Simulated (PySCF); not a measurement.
The multiplicity is imposed and other spin states were not computed.

**[Ti(F)3(Br)] (charge 0, multiplicity 1)**

The numbers are results of TPSSh-D3(BJ)/def2-TZVP // PBE-D3(BJ)/def2-SVP (PySCF), not measurements.

| Quantity | Value |
|---|---|
| HOMO | -8.72 eV |
| dipole moment | 0.27 D |
| LUMO | -3.97 eV |
| HOMO–LUMO gap | 4.76 eV |
| charge on the central atom (Mulliken) | 1.51 e |
| charge on the central atom (meta-Löwdin) | 1.52 e |
| total energy | -3723.5119 Ha |
| cost | around 4 core-minutes (rough) |

```xyz
5

Ti     0.0066     0.0030     0.0050
F      0.3851     0.2149    -1.6792
F     -1.4506     0.8789     0.3712
F     -0.2567    -1.6877     0.3167
Br     1.7757     0.7976     1.3314
```
